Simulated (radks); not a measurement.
Fractional charge and spin in the 5p shell of barium: the spin-up occupation runs from 2 to 3 and the spin-down occupation from 2 to 3; the fullest corner is Ba, [Kr] 4d10 5s2 6s2 5p(up 3, down 3). Method: scalar-relativistic Kohn-Sham, PBE, spin-polarised, spherical densities, finite nucleus; Fermi nuclear charge, rms radius of each element as measured or else 0.836 A^(1/3) + 0.57 fm; computed with a radial shooting solver on a logarithmic mesh with Libxc functionals. Energy (eV) above the fullest corner. The planes named below are the two flat planes that join the four corners, with an edge along up + down = one added electron.

down \ up       2    2.25     2.5    2.75       3
2          56.424  47.147  38.504  30.483  23.074
2.25       47.147  38.558  30.589  23.228  16.463
2.5        38.504  30.589  23.279  16.563  10.425
2.75       30.483  23.228  16.563  10.473   4.944
3          23.074  16.463  10.425   4.944   0.000

Corners above the fullest one (they belong to Ba+ and the next ion): (up 3, down 2) 23.074 eV, (up 2, down 3) 23.074 eV, (up 2, down 2) 56.424 eV. With half an added electron in each spin the energy lies 0.205 eV from the planes, and with half an added electron in spin up alone -1.245 eV. The planes are only a guide here: the flat-plane condition holds for ground states with one frontier orbital, while this shell lies below other occupied shells, so the corners above the fullest one are inner-hole states and not the ground states of those ions.
